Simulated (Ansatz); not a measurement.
Ansatz results at the PBE0-D4/def2-TZVP geometry: LUMO energy (PBE0/def2-TZVPP) -0.82 eV; HOMO energy (B3LYP/def2-TZVPP) -7.64 eV; size of the dipole moment (ωB97M-V/def2-TZVPP) 2.12 D.

Each molecule was computed in one conformer, which needn't be the lowest.

Problem. Which molecule gave them?
A. `C=C[SiH](O)[GeH2][OH]`
B. `CN([SiH2]O)[SiH2]F`
C. `CO[SiH2]S[SiH2]O`
D. `O[SiH](O)/C=[CH]\[GeH3]`

Solution. A. The others give `O[SiH](O)/C=[CH]\[GeH3]`: -1.02, -7.73, 0.77; `CN([SiH2]O)[SiH2]F`: 0.31, -7.52, 0.54; `CO[SiH2]S[SiH2]O`: 0.00, -7.47, 1.82.

B3LYP here is the variant with VWN-RPA as its local correlation; programs differ in this.
